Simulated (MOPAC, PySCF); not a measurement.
C$_{6}$H$_{4}$Au$_{2}$S$_{2}$, SMILES `[Au][S]c1ccc([S][Au])cc1` (Au–S–C–C torsion 127°, C–C–S–Au torsion 117°), neutral singlet in the gas phase. The multiplicity was assumed; other spin states weren't computed. In the def2 sets core potentials replace the inner electrons of Au.

Cartesian coordinates (Å):
```xyz
14

Au     4.2480    -0.9116     0.6737
S      2.7036     0.4742     1.6240
C      1.1981     0.1324     0.7521
C      0.0534    -0.2036     1.5110
C     -1.1930    -0.3400     0.8892
C     -1.3116    -0.2100    -0.5129
S     -2.8725    -0.5726    -1.2744
Au    -3.5198     1.4105    -2.2050
C     -0.1567     0.0969    -1.2763
C      1.0736     0.2889    -0.6517
H      0.1502    -0.3426     2.5979
H     -2.0891    -0.5690     1.4845
H     -0.2471     0.1956    -2.3681
H      1.9629     0.5507    -1.2440
```
Charge 0, multiplicity 1.

All levels are single points at this geometry (PBE-D3(BJ)/def2-SVP); Pople sets use spherical d functions. Orbital energies aren't observables, and empty levels follow the basis.

```
level                                     HOMO (eV)  LUMO (eV)  gap (eV)  dipole (D)  vertical IE, Delta-SCF (eV)
----------------------------------------  ---------  ---------  --------  ----------  ---------------------------
B3LYP-D3(BJ)/def2-SVP in PySCF                -5.92      -3.55      2.38        1.64                            –
PBE-D3(BJ)/def2-SVP in PySCF                  -5.23      -4.10      1.13        1.32                            –
TPSSh-D3(BJ)/def2-SVP in PySCF                -5.59      -3.65      1.94        1.81                            –
B3LYP/6-311+G** (LANL2DZ on Au) in PySCF      -6.03      -3.69      2.35        1.75                            –
B3LYP/LANL2DZ in PySCF                        -6.08      -3.74      2.34        1.72                            –
BP86/6-31G* (LANL2DZ on Au) in PySCF          -5.44      -4.37      1.07        1.13                            –
M06-2X/6-31G* (LANL2DZ on Au) in PySCF        -6.91      -2.61      4.29        2.44                            –
PBE/6-31G* (LANL2DZ on Au) in PySCF           -5.31      -4.23      1.08        1.20                            –
SVWN5/6-31G* (LANL2DZ on Au) in PySCF         -5.55      -4.55      1.00        0.96                            –
HF/6-31G* (LANL2DZ on Au) in PySCF            -7.33      -0.40      6.93        3.75                            –
PM6 in MOPAC                                  -9.34      -2.64      6.70        0.79                            –
PM7 in MOPAC                                  -8.42      -0.64      7.78        1.84                            –
```
